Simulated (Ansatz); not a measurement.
HClSe (SMILES Cl[SeH]), singlet, at a GFN2-xTB geometry; Ansatz (an electronic-structure program) with PBE0/aug-cc-pVQZ.

Ansatz was given this input:
Ansatz 0.2 input:
```yaml
crystal:
  periodic: [false, false, false]
  atoms:
    - {symbol: Se, position_ang: [0.51768579, -0.13442349, 0.44508841]}
    - {symbol: H, position_ang: [1.49750411, -0.36880080, -0.60735588]}
    - {symbol: Cl, position_ang: [-1.12346005, 0.29054113, -0.85444999]}
basis:
  gaussian:
    orbitals: aug-cc-pVQZ
hamiltonian:
  xc: pbe0
```

The log (banner, timings and long lists left out):

```
Functional definition: PBE0
1014 factors; their error is unknown
mean field evaluation 1: about -77878.2684 eV, gradient 1.0e1 eV
mean field evaluation 2: about -77878.3231 eV, gradient 8.3e0 eV
mean field evaluation 4: about -77878.4399 eV, gradient 4.3e-1 eV
mean field evaluation 8: about -77878.6395 eV, gradient 1.7e-2 eV
mean field -77878.63947028 eV, -2861.9872124949 hartree, gradient 3.7e-5 eV, S^2 0.000000; 0 other end points of the search recorded, 0 dependent functions left out
reference -77878.63950175 eV, -2861.9872136515 hartree; 26, 26 occupied and 197, 197 virtual orbitals, 1014 factors
Total energy: -77878.63950175 eV, -2861.9872136515 hartree
```
